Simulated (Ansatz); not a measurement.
C10H19N2Sc, SMILES `C[N](C)[Sc]1234([N](C)C)[C@@H]5[C@H]1[C@H]2[C@@]3(C)[C@@H]54`, relaxed with RKS PBE0-D4/def2-TZVP in the Gaussian-basis code of Ansatz from a GFN2-xTB geometry. The force threshold is 0.005 eV/Å; the program also tests the step.

Charge 0, multiplicity 1.

Start:

```xyz
32

C    -0.748   -2.590   -0.603
N     0.271   -1.676   -0.121
C     1.380   -2.456    0.396
Sc   -0.005    0.280    0.178
N    -0.108    0.721    2.122
C     0.005    2.022    2.762
C    -0.236   -0.282    3.168
C     0.546    2.422   -0.854
C    -0.864    2.348   -0.797
C    -1.279    1.289   -1.645
C    -0.129    0.730   -2.252
C    -0.114   -0.274   -3.373
C     1.000    1.413   -1.741
H    -1.604   -2.039   -1.009
H    -1.114   -3.255    0.201
H    -0.343   -3.239   -1.399
H     1.059   -3.138    1.205
H     2.164   -1.801    0.788
H     1.817   -3.085   -0.399
H    -0.882    2.226    3.389
H     0.886    2.062    3.428
H     0.094    2.822    2.022
H     0.640   -0.268    3.841
H    -1.126   -0.086    3.793
H    -0.328   -1.283    2.739
H     1.156    3.219   -0.446
H    -1.518    3.072   -0.327
H    -2.301    1.096   -1.948
H     0.695   -0.993   -3.246
H     0.034    0.237   -4.327
H    -1.058   -0.815   -3.422
H     2.009    1.322   -2.125
```

```csv
step,energy (eV),largest force (eV/Å),largest move (Å)
1,-34346.0189,0.975,0.000
2,-34346.1889,0.724,0.175
3,-34346.2551,0.252,0.060
4,-34346.2746,0.213,0.194
5,-34346.2872,0.121,0.103
6,-34346.2920,0.055,0.061
7,-34346.2944,0.033,0.045
8,-34346.2959,0.034,0.045
9,-34346.2969,0.030,0.047
10,-34346.2976,0.029,0.041
11,-34346.2981,0.027,0.037
12,-34346.2984,0.021,0.022
13,-34346.2986,0.014,0.014
14,-34346.2988,0.012,0.025
15,-34346.2989,0.014,0.028
16,-34346.2990,0.019,0.043
17,-34346.2991,0.019,0.024
18,-34346.2992,0.017,0.018
19,-34346.2992,0.009,0.010
20,-34346.2992,0.004,0.002
```

End:

```xyz
32

C    -0.794   -2.741   -0.840
N    -0.060   -1.755   -0.108
C     1.114   -2.301    0.521
Sc   -0.042    0.222    0.170
N     0.014    0.760    2.108
C     0.085    2.068    2.706
C    -0.047   -0.248    3.140
C     0.514    2.431   -0.809
C    -0.888    2.340   -0.771
C    -1.277    1.310   -1.664
C    -0.120    0.770   -2.267
C    -0.074   -0.280   -3.326
C     0.988    1.451   -1.713
H    -1.672   -2.295   -1.317
H    -1.156   -3.556   -0.192
H    -0.191   -3.214   -1.634
H     0.883   -3.052    1.294
H     1.695   -1.514    1.034
H     1.798   -2.776   -0.202
H    -0.781    2.266    3.360
H     0.983    2.184    3.335
H     0.111    2.852    1.947
H     0.849   -0.238    3.783
H    -0.913   -0.096    3.805
H    -0.141   -1.250    2.713
H     1.126    3.110   -0.234
H    -1.551    2.940   -0.164
H    -2.293    1.002   -1.873
H     0.799   -0.926   -3.214
H    -0.023    0.177   -4.319
H    -0.962   -0.913   -3.301
H     2.024    1.272   -1.969
```

Run time 67 s (11 threads of an AMD EPYC 7R13 on a shared host and a whole NVIDIA H100 80 GB); peak host memory 1.5 GiB.
